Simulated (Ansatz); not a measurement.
Ansatz (a first-principles code) input (B3LYP-D3(BJ)/def2-TZVP):

Ansatz 0.2 input:
```yaml
crystal:
  periodic: [false, false, false]
  atoms:
    - {symbol: Si, position_ang: [0.00532472, 2.31238257, -0.75102693]}
    - {symbol: O, position_ang: [0.12483549, 0.72255990, -1.07369638]}
    - {symbol: Si, position_ang: [0.09832811, -0.75385725, -0.43715007]}
    - {symbol: Cl, position_ang: [0.37191680, -2.01583381, -1.93643201]}
    - {symbol: O, position_ang: [-1.28668699, -1.03809438, 0.31734100]}
    - {symbol: Si, position_ang: [-2.90965919, -0.96069383, 0.23578656]}
    - {symbol: O, position_ang: [1.23179059, -0.92491568, 0.68324948]}
    - {symbol: Si, position_ang: [2.80098901, -0.70086121, 1.05114081]}
    - {symbol: H, position_ang: [-1.30093198, 2.56878130, -0.14448280]}
    - {symbol: H, position_ang: [0.14818676, 2.88596934, -2.08487412]}
    - {symbol: H, position_ang: [1.08707236, 2.68321147, 0.16127546]}
    - {symbol: H, position_ang: [-3.29295439, 0.32848020, -0.34085916]}
    - {symbol: H, position_ang: [-3.35079197, -2.06589090, -0.61249723]}
    - {symbol: H, position_ang: [-3.28759384, -1.09880604, 1.63777723]}
    - {symbol: H, position_ang: [2.78658122, -0.81828336, 2.50496362]}
    - {symbol: H, position_ang: [3.21283803, 0.62291125, 0.58290758]}
    - {symbol: H, position_ang: [3.55625814, -1.75314207, 0.37453896]}
basis:
  gaussian:
    orbitals: def2-TZVP
hamiltonian:
  xc: b3lyp
  dispersion: d3bj
relax: {f_tol: 0.002, max_steps: 150}
```

End of the output:

```
Atom 3 at     0.157110    -0.769102    -2.091314 Å, force    -0.000039     0.000040     0.000087 eV/Å
Atom 4 at    -1.474668    -0.350323     0.387442 Å, force    -0.001688    -0.000606    -0.000370 eV/Å
Atom 5 at    -2.693569    -1.452881     0.484371 Å, force     0.001355     0.001030     0.000618 eV/Å
Atom 6 at     1.091638    -0.832916     0.755932 Å, force    -0.000589    -0.000719    -0.001007 eV/Å
Atom 7 at     2.652885    -1.341147     0.874958 Å, force     0.000039     0.000126     0.000800 eV/Å
Atom 8 at    -1.442720     3.091749    -1.157603 Å, force     0.000059     0.000012     0.000015 eV/Å
Atom 9 at     0.746376     3.010275    -2.181345 Å, force    -0.000247    -0.000145    -0.000109 eV/Å
Atom 10 at     0.469383     4.026295    -0.000951 Å, force    -0.000389     0.000030     0.000216 eV/Å
Atom 11 at    -3.371748    -1.558410    -0.825029 Å, force    -0.000117     0.000179    -0.000084 eV/Å
Atom 12 at    -2.149985    -2.773603     0.871174 Å, force     0.000113    -0.000164    -0.000051 eV/Å
Atom 13 at    -3.643840    -0.977137     1.509855 Å, force    -0.000058     0.000045    -0.000247 eV/Å
Atom 14 at     2.877594    -1.765489     2.271493 Å, force     0.000108     0.000059     0.000287 eV/Å
Atom 15 at     3.571251    -0.234084     0.527902 Å, force     0.000007    -0.000196    -0.000409 eV/Å
Atom 16 at     2.875951    -2.478611    -0.042727 Å, force     0.000041    -0.000013    -0.000222 eV/Å
Dipole moment:    -0.007753     0.039922     0.105689 e Å
```
